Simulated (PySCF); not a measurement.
A calculated (UHF, PySCF 2.14, aug-cc-pVQZ with one added diffuse shell each of s, p, d, f, g type, the non-relativistic Hamiltonian (point nucleus)) atom or ion has these occupied shells.

```tsv
shell	electrons	orbital energy (eV)	rms radius, mean of both spins (bohr)
1s α	1	-978.00	0.182
1s β	1	-971.86	0.182
2s α	1	-126.74	0.870
2s β	1	-106.79	0.870
2p α	3	-98.478	0.825
```

(1) Name the element and its charge.

Results:

(1) Ne³⁺ (neon, charge +3), in [He] 2s2 2p3, high-spin 4S determinant.
